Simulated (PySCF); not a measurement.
## Stretching CaF

Set-up: Ca pcseg-1, F pcseg-1; no relativity (PySCF 2.14). Energies in eV from Ca + F in their ground configurations at the same level. State: ²Σ⁺ (doublet), unpaired electrons σ ↑.

All columns are M06-L. A positive dipole means Ca(−)F(+).

| R (Å) | E (eV) | μ (D) | Mulliken charge on Ca (basis-dependent) | HOMO (eV) | LUMO (eV) | Mayer bond order | ⟨S²⟩ |
| --- | --- | --- | --- | --- | --- | --- | --- |
| 1.674 | -4.343 | -1.49 | 0.52 | -2.91 | -0.40 | 0.82 | 0.75 |
| 1.752 | -4.970 | -1.91 | 0.56 | -3.03 | -0.54 | 0.78 | 0.75 |
| 1.830 | -5.327 | -2.31 | 0.59 | -3.15 | -0.67 | 0.74 | 0.75 |
| 1.889 | -5.461 | -2.61 | 0.60 | -3.23 | -0.77 | 0.73 | 0.75 |
| 1.947 | -5.510 | -2.90 | 0.61 | -3.31 | -0.87 | 0.71 | 0.75 |
| 2.005 | -5.490 | -3.19 | 0.62 | -3.39 | -0.97 | 0.70 | 0.75 |
| 2.083 | -5.389 | -3.57 | 0.63 | -3.49 | -1.10 | 0.69 | 0.75 |
| 2.181 | -5.179 | -4.04 | 0.63 | -3.61 | -1.26 | 0.69 | 0.75 |
| 2.297 | -4.859 | -4.60 | 0.63 | -3.74 | -1.54 | 0.69 | 0.75 |
| 2.453 | -4.385 | -5.34 | 0.63 | -3.90 | -1.86 | 0.69 | 0.75 |

A fit through these points gives, at Re = 1.957 Å, μ = -2.95 D and dμ/dR = -4.95 D/Å; the reduced mass is 12.88 u.

**Question.** How strong is the fundamental in the double-harmonic approximation, I = 42.26·(dμ/dR)²/μred km/mol?

**Answer.** I = 42.26·(-4.95)²/12.88 = 80.4 km/mol at M06-L.

The state is the lowest determinant that a PBE0 search found; another state may lie lower at other levels.
